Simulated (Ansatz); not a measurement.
Stretching the As1–N2 bond in AsN (multiplicity 1 held). Energies count from the point at 1.611 Å.


Signs of static correlation in cc-pVDZ, with CASSCF(10,8), from Ansatz (a program for electronic structure) runs.

```json
[
 {"R (Å)": "1.289", "T1 of restricted CCSD": "0.014", "⟨S²⟩ of UHF": "0.000", "largest double amplitude of restricted CCSD": "0.091", "weight of the CASSCF reference in MRCISD": "0.945", "CASSCF natural occupations": "2.00 1.99 1.98 1.95 1.95 0.06 0.06 0.02"},
 {"R (Å)": "1.450", "T1 of restricted CCSD": "0.017", "⟨S²⟩ of UHF": "0.371", "largest double amplitude of restricted CCSD": "0.116", "weight of the CASSCF reference in MRCISD": "0.943", "CASSCF natural occupations": "2.00 1.99 1.97 1.93 1.93 0.08 0.08 0.03"},
 {"R (Å)": "1.611", "T1 of restricted CCSD": "0.020", "⟨S²⟩ of UHF": "1.058", "largest double amplitude of restricted CCSD": "0.145", "weight of the CASSCF reference in MRCISD": "0.941", "CASSCF natural occupations": "2.00 1.99 1.96 1.90 1.90 0.11 0.11 0.04"},
 {"R (Å)": "1.773", "T1 of restricted CCSD": "0.024", "⟨S²⟩ of UHF": "1.481", "largest double amplitude of restricted CCSD": "0.179", "weight of the CASSCF reference in MRCISD": "0.939", "CASSCF natural occupations": "1.99 1.99 1.95 1.86 1.86 0.15 0.15 0.05"},
 {"R (Å)": "1.934", "T1 of restricted CCSD": "0.028", "⟨S²⟩ of UHF": "1.767", "largest double amplitude of restricted CCSD": "___", "weight of the CASSCF reference in MRCISD": "0.937", "CASSCF natural occupations": "1.99 1.99 1.93 1.79 1.79 0.22 0.22 0.08"},
 {"R (Å)": "2.175", "T1 of restricted CCSD": "0.045", "⟨S²⟩ of UHF": "2.277", "largest double amplitude of restricted CCSD": "___", "weight of the CASSCF reference in MRCISD": "0.934", "CASSCF natural occupations": "2.00 1.99 1.87 1.62 1.62 0.39 0.39 0.14"},
 {"R (Å)": "2.417", "T1 of restricted CCSD": "0.137", "⟨S²⟩ of UHF": "2.658", "largest double amplitude of restricted CCSD": "0.397", "weight of the CASSCF reference in MRCISD": "0.932", "CASSCF natural occupations": "2.00 1.99 1.74 1.38 1.38 0.62 0.62 0.27"},
 {"R (Å)": "2.820", "T1 of restricted CCSD": "0.328", "⟨S²⟩ of UHF": "2.898", "largest double amplitude of restricted CCSD": "0.534", "weight of the CASSCF reference in MRCISD": "0.932", "CASSCF natural occupations": "2.00 2.00 1.45 1.14 1.14 0.86 0.86 0.55"},
 {"R (Å)": "3.223", "T1 of restricted CCSD": "0.487", "⟨S²⟩ of UHF": "2.970", "largest double amplitude of restricted CCSD": "0.756", "weight of the CASSCF reference in MRCISD": "0.932", "CASSCF natural occupations": "2.00 2.00 1.26 1.06 1.06 0.94 0.94 0.74"},
 {"R (Å)": "3.706", "T1 of restricted CCSD": "0.593", "⟨S²⟩ of UHF": "2.996", "largest double amplitude of restricted CCSD": "0.955", "weight of the CASSCF reference in MRCISD": "0.932", "CASSCF natural occupations": "2.00 2.00 1.13 1.02 1.02 0.98 0.98 0.87"},
 {"R (Å)": "4.351", "T1 of restricted CCSD": "0.668", "⟨S²⟩ of UHF": "3.003", "largest double amplitude of restricted CCSD": "1.441", "weight of the CASSCF reference in MRCISD": "0.933", "CASSCF natural occupations": "2.00 2.00 1.05 1.01 1.01 0.99 0.99 0.95"},
 {"R (Å)": "5.156", "T1 of restricted CCSD": "0.143", "⟨S²⟩ of UHF": "3.005", "largest double amplitude of restricted CCSD": "0.369", "weight of the CASSCF reference in MRCISD": "0.933", "CASSCF natural occupations": "2.00 2.00 1.01 1.00 1.00 1.00 1.00 0.99"},
 {"R (Å)": "6.446", "T1 of restricted CCSD": "0.143", "⟨S²⟩ of UHF": "3.005", "largest double amplitude of restricted CCSD": "0.358", "weight of the CASSCF reference in MRCISD": "0.933", "CASSCF natural occupations": "2.00 2.00 1.00 1.00 1.00 1.00 1.00 1.00"}
]
```

Question: What belongs in the gaps?

Answer: 
- 1.934, largest double amplitude of restricted CCSD: 0.220
- 2.175, largest double amplitude of restricted CCSD: 0.297

Doubts at one or more of the structures used: a restricted determinant that unrestricted orbitals would lower (R-CCSD(T)/cc-pVDZ); other coupled-cluster roots lie near (R-CCSD(T)/cc-pVDZ); T1 above 0.05 (R-CCSD(T)/cc-pVDZ, U-CCSD(T)/cc-pVDZ); a spin-contaminated determinant (U-CCSD(T)/cc-pVDZ); the program's own flag: large difference (U-CCSD(T)/cc-pVDZ).
